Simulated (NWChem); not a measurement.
System: sulfur tetrafluoride (SF4); SMILES FS(F)(F)F

NWChem input:

```
start job
memory heap 200 mb stack 900 mb global 1100 mb
geometry units angstroms noautoz
  F      1.220545     0.000000     0.616808
  S      0.000000     0.000000    -0.387794
  F      0.000000    -1.654169    -0.275546
  F      0.000000     1.654169    -0.275546
  F     -1.220545     0.000000     0.616808
end
basis spherical
  * library def2-svp
end
dft
  xc xwpbe 1.00 cpbe96 1.0 hfexch 1.00
  cam 0.3 cam_alpha 0.0 cam_beta 1.0
  iterations 150
  vectors input atomic output neutral.movecs
end
task dft energy
charge 1
dft
  odft
  mult 2
  vectors input atomic output cation.movecs
end
task dft energy
```

Excerpt of the output:

```
             Northwest Computational Chemistry Package (NWChem) 7.3.0
             --------------------------------------------------------

 C2V symmetry detected

                             Geometry "geometry" -> ""
                             -------------------------

 Output coordinates in angstroms (scale by  1.889725989 to convert to a.u.)

  No.       Tag          Charge          X              Y              Z
 ---- ---------------- ---------- -------------- -------------- --------------
    1 F                    9.0000     1.22054500     0.00000000     0.61800008
    2 S                   16.0000     0.00000000     0.00000000    -0.38660192
    3 F                    9.0000     0.00000000    -1.65416900    -0.27435392
    4 F                    9.0000     0.00000000     1.65416900    -0.27435392
    5 F                    9.0000    -1.22054500     0.00000000     0.61800008

 Effective nuclear repulsion energy (a.u.)     295.3507469767

      Symmetry information
      --------------------

 Group name             C2v
 Group number             16
 Group order               4
 No. of unique centers     3

  pbe96 is a nonlocal functional; adding pw91lda local functional.

                                 NWChem DFT Module
                                 -----------------

 Summary of "ao basis" -> "ao basis" (spherical)
 ------------------------------------------------------------------------------
       Tag                 Description            Shells   Functions and Types
 ---------------- ------------------------------  ------  ---------------------
 F                          def2-svp                 6       14   3s2p1d
 S                          def2-svp                 8       18   4s3p1d

      Symmetry analysis of basis
      --------------------------

        a1         29
        a2          9
        b1         18
        b2         18

            General Information
            -------------------
          SCF calculation type: DFT
          Wavefunction type:  closed shell.
          No. of atoms     :     5
          No. of electrons :    52
           Alpha electrons :    26
            Beta electrons :    26
          Charge           :     0
          Spin multiplicity:     1
          Use of symmetry is: on ; symmetry adaption is: on
          Maximum number of iterations: 150
          AO basis - number of functions:    74
                     number of shells:    32
          Convergence on energy requested:  1.00D-06
          Convergence on density requested:  1.00D-05
          Convergence on gradient requested:  5.00D-04

              XC Information
              --------------
                     Hartree-Fock (Exact) Exchange  1.000
                     LC-wPBE(h)Exchange Functional  1.000
            Perdew 1991 LDA Correlation Functional  1.000 local
           PerdewBurkeErnz. Correlation Functional  1.000 non-local

           Range-Separation Parameters
           ---------------------------
           Alpha           :  0.00
           Beta            :  1.00
           Gamma           :  0.30
           Short-Range HF  :     F

             Grid Information
             ----------------
          Grid used for XC integration:  medium
          Radial quadrature: Mura-Knowles
          Angular quadrature: Lebedev.
          Tag              B.-S. Rad. Rad. Pts. Rad. Cut. Ang. Pts.
          ---              ---------- --------- --------- ---------
          F                   0.50       49           8.0       434
          S                   1.00       88           5.0       590
          Grid pruning is: on
          Number of quadrature shells:   186
          Spatial weights used:  Erf1

      Superposition of Atomic Density Guess
      -------------------------------------

 Sum of atomic energies:        -794.51736391

      Non-variational initial energy
      ------------------------------

 Total energy =    -795.309794
 1-e energy   =   -1695.578293
 2-e energy   =     604.917751
 HOMO         =      -0.341328
 LUMO         =       0.043430

      Symmetry analysis of molecular orbitals - initial
      -------------------------------------------------

  Numbering of irreducible representations:

     1 a1          2 a2          3 b1          4 b2

  Orbital symmetries:

     1 a1          2 a1          3 b1          4 b2          5 a1
     6 a1          7 b2          8 b1          9 a1         10 a1
    11 b2         12 b1         13 a1         14 a1         15 b2
    16 b1         17 a1         18 a2         19 b2         20 a1
    21 b1         22 a1         23 b1         24 b2         25 a2
    26 a1         27 b1         28 a1         29 b2         30 a1
    31 b2         32 a2         33 a1         34 b1         35 a1
    36 b2

   convergence    iter        energy       DeltaE   RMS-Dens  Diis-err
 ---------------- ----- ----------------- --------- --------- ---------
 d= 0,ls=0.0,diis     1   -796.3416281928 -1.09D+03  2.45D-02  2.31D+00
 d= 0,ls=0.0,diis     2   -796.3208455604  2.08D-02  1.18D-02  3.22D+00
 d= 0,ls=0.0,diis     3   -796.5877616141 -2.67D-01  1.46D-03  3.42D-02
 d= 0,ls=0.0,diis     4   -796.5900729859 -2.31D-03  4.50D-04  3.53D-03
 d= 0,ls=0.0,diis     5   -796.5902885429 -2.16D-04  1.51D-04  7.22D-04
  Resetting Diis
 d= 0,ls=0.0,diis     6   -796.5903446077 -5.61D-05  5.84D-05  5.05D-06
 d= 0,ls=0.0,diis     7   -796.5903458793 -1.27D-06  1.49D-05  2.05D-07
 d= 0,ls=0.0,diis     8   -796.5903459795 -1.00D-07  7.07D-06  3.83D-08

         Total DFT energy =     -796.590345979463
      One electron energy =    -1692.790150963926
           Coulomb energy =      667.977205826932
    Exchange-Corr. energy =      -67.128147819197
 Nuclear repulsion energy =      295.350746976727

 Numeric. integr. density =       52.000004012416

                  Occupations of the irreducible representations
                  ----------------------------------------------

                     irrep           alpha         beta
                     --------     --------     --------
                     a1               12.0         12.0
                     a2                2.0          2.0
                     b1                6.0          6.0
                     b2                6.0          6.0

                       DFT Final Molecular Orbital Analysis
                       ------------------------------------

 Vector   24  Occ=2.000000D+00  E=-4.986271D-01  Symmetry=b2
              MO Center= -6.9D-14, -5.6D-14, -5.6D-02, r^2= 3.0D+00
   Bfn.  Coefficient  Atom+Function         Bfn.  Coefficient  Atom+Function
  ----- ------------  ---------------      ----- ------------  ---------------
    38      0.386573  3 F  pz                52     -0.386573  4 F  pz
     5      0.272387  1 F  py                65      0.272387  5 F  py
    41     -0.269401  3 F  pz                55      0.269401  4 F  pz
     8     -0.164057  1 F  py                68     -0.164057  5 F  py
    37      0.139034  3 F  py                51      0.139034  4 F  py

 Vector   25  Occ=2.000000D+00  E=-4.910823D-01  Symmetry=a2
              MO Center=  6.9D-14, -1.9D-14, -3.1D-02, r^2= 3.0D+00
   Bfn.  Coefficient  Atom+Function         Bfn.  Coefficient  Atom+Function
  ----- ------------  ---------------      ----- ------------  ---------------
    36      0.413399  3 F  px                50     -0.413399  4 F  px
    39     -0.289429  3 F  px                53      0.289429  4 F  px
     5      0.277292  1 F  py                65     -0.277292  5 F  py
     8     -0.175855  1 F  py                68      0.175855  5 F  py
    28      0.040560  2 S  d -2

 Vector   26  Occ=2.000000D+00  E=-4.290428D-01  Symmetry=a1
              MO Center=  2.5D-16,  9.5D-17, -4.5D-01, r^2= 2.5D+00
   Bfn.  Coefficient  Atom+Function         Bfn.  Coefficient  Atom+Function
  ----- ------------  ---------------      ----- ------------  ---------------
    18      0.423319  2 S  s                 17      0.308721  2 S  s
    38     -0.280884  3 F  pz                52     -0.280884  4 F  pz
    37      0.274530  3 F  py                51     -0.274530  4 F  py
    24     -0.261814  2 S  pz                16     -0.223857  2 S  s
    40     -0.204731  3 F  py                41      0.205616  3 F  pz

 Vector   27  Occ=0.000000D+00  E= 7.739283D-03  Symmetry=b1
              MO Center= -3.0D-15, -1.4D-15, -4.3D-01, r^2= 1.8D+00
   Bfn.  Coefficient  Atom+Function         Bfn.  Coefficient  Atom+Function
  ----- ------------  ---------------      ----- ------------  ---------------
    25      0.858091  2 S  px                22      0.465046  2 S  px
     3     -0.291579  1 F  s                 63      0.291579  5 F  s
     6     -0.245741  1 F  pz                66      0.245741  5 F  pz
    19      0.238727  2 S  px                 9      0.236415  1 F  pz
    69     -0.236415  5 F  pz                39     -0.155700  3 F  px

 Vector   28  Occ=0.000000D+00  E= 9.058154D-02  Symmetry=a1
              MO Center=  9.5D-15, -1.8D-15,  8.1D-02, r^2= 1.7D+00
   Bfn.  Coefficient  Atom+Function         Bfn.  Coefficient  Atom+Function
  ----- ------------  ---------------      ----- ------------  ---------------
    17      0.775505  2 S  s                 27      0.684941  2 S  pz
    24      0.443494  2 S  pz                16     -0.358834  2 S  s
     4     -0.316615  1 F  px                64      0.316615  5 F  px
     7      0.297429  1 F  px                67     -0.297429  5 F  px
     3     -0.286946  1 F  s                 63     -0.286946  5 F  s

 Vector   29  Occ=0.000000D+00  E= 1.557300D-01  Symmetry=b2
              MO Center=  1.4D-16, -1.3D-14, -4.2D-01, r^2= 1.9D+00
   Bfn.  Coefficient  Atom+Function         Bfn.  Coefficient  Atom+Function
  ----- ------------  ---------------      ----- ------------  ---------------
    26      1.051250  2 S  py                23      0.567750  2 S  py
    35      0.435057  3 F  s                 49     -0.435057  4 F  s
    40      0.370954  3 F  py                54      0.370954  4 F  py
    37     -0.319913  3 F  py                51     -0.319913  4 F  py
    20      0.275248  2 S  py                34      0.154401  3 F  s

     Multipole analysis of the density
     ---------------------------------

     L   x y z        total         alpha         beta         nuclear
     -   - - -        -----         -----         ----         -------
     0   0 0 0     -0.000000    -26.000000    -26.000000     52.000000

     1   1 0 0     -0.000000     -0.000000     -0.000000      0.000000
     1   0 1 0     -0.000000     -0.000000     -0.000000      0.000000
     1   0 0 1     -0.353739     -0.176870     -0.176870     -0.000000

     2   2 0 0    -23.206781    -59.482688    -59.482688     95.758596
     2   1 1 0      0.000000      0.000000      0.000000      0.000000
     2   1 0 1      0.000000      0.000000      0.000000      0.000000
     2   0 2 0    -27.454397   -101.669927   -101.669927    175.885457
     2   0 1 1      0.000000      0.000000      0.000000      0.000000
     2   0 0 2    -22.713046    -30.320431    -30.320431     37.927816

                                 NWChem DFT Module
                                 -----------------

      Symmetry analysis of basis
      --------------------------

        a1         29
        a2          9
        b1         18
        b2         18

            General Information
            -------------------
          SCF calculation type: DFT
          Wavefunction type:  spin polarized.
          No. of atoms     :     5
          No. of electrons :    51
           Alpha electrons :    26
            Beta electrons :    25
          Charge           :     1
          Spin multiplicity:     2
          Use of symmetry is: on ; symmetry adaption is: on
          Maximum number of iterations: 150
          This is a Direct SCF calculation.
          AO basis - number of functions:    74
                     number of shells:    32
          Convergence on energy requested:  1.00D-06
          Convergence on density requested:  1.00D-05
          Convergence on gradient requested:  5.00D-04

              XC Information
              --------------
                     Hartree-Fock (Exact) Exchange  1.000
                     LC-wPBE(h)Exchange Functional  1.000
            Perdew 1991 LDA Correlation Functional  1.000 local
           PerdewBurkeErnz. Correlation Functional  1.000 non-local

           Range-Separation Parameters
           ---------------------------
           Alpha           :  0.00
           Beta            :  1.00
           Gamma           :  0.30
           Short-Range HF  :     F

             Grid Information
             ----------------
          Grid used for XC integration:  medium
          Radial quadrature: Mura-Knowles
          Angular quadrature: Lebedev.
          Tag              B.-S. Rad. Rad. Pts. Rad. Cut. Ang. Pts.
          ---              ---------- --------- --------- ---------
          F                   0.50       49           8.0       434
          S                   1.00       88           5.0       590
          Grid pruning is: on
          Number of quadrature shells:   186
          Spatial weights used:  Erf1

      Superposition of Atomic Density Guess
      -------------------------------------

 Sum of atomic energies:        -794.51736391

 Renormalizing density from      52.00 to     51

      Non-variational initial energy
      ------------------------------

 Total energy =    -785.744875
 1-e energy   =   -1662.971018
 2-e energy   =     581.875396
 HOMO         =      -0.708965
 LUMO         =      -0.323191

   Symmetry analysis of molecular orbitals - initial alpha
   -------------------------------------------------------

  Numbering of irreducible representations:

     1 a1          2 a2          3 b1          4 b2

  Orbital symmetries:

     1 a1          2 a1          3 b1          4 b2          5 a1
     6 a1          7 b2          8 b1          9 a1         10 a1
    11 b1         12 b2         13 a1         14 a1         15 b2
    16 b1         17 a1         18 a2         19 b2         20 a1
    21 b1         22 a1         23 b1         24 b2         25 a2
    26 a1         27 b1         28 a1         29 b2         30 a1
    31 b2         32 a2         33 a1         34 b1         35 a1
    36 b2

   Symmetry analysis of molecular orbitals - initial beta
   ------------------------------------------------------

  Numbering of irreducible representations:

     1 a1          2 a2          3 b1          4 b2

  Orbital symmetries:

     1 a1          2 a1          3 b1          4 b2          5 a1
     6 a1          7 b2          8 b1          9 a1         10 a1
    11 b1         12 b2         13 a1         14 a1         15 b2
    16 b1         17 a1         18 a2         19 b2         20 a1
    21 b1         22 a1         23 b1         24 b2         25 a2
    26 a1         27 b1         28 a1         29 b2         30 a1
    31 b2         32 a2         33 a1         34 b1         35 a1
    36 b2

[...]
```

Level: LC-wPBE (HJS exchange hole, range parameter 0.3 per bohr)/def2-SVP, vertical spin-unrestricted ions. All runs use the structure optimised with PBE0/def2-SVP.
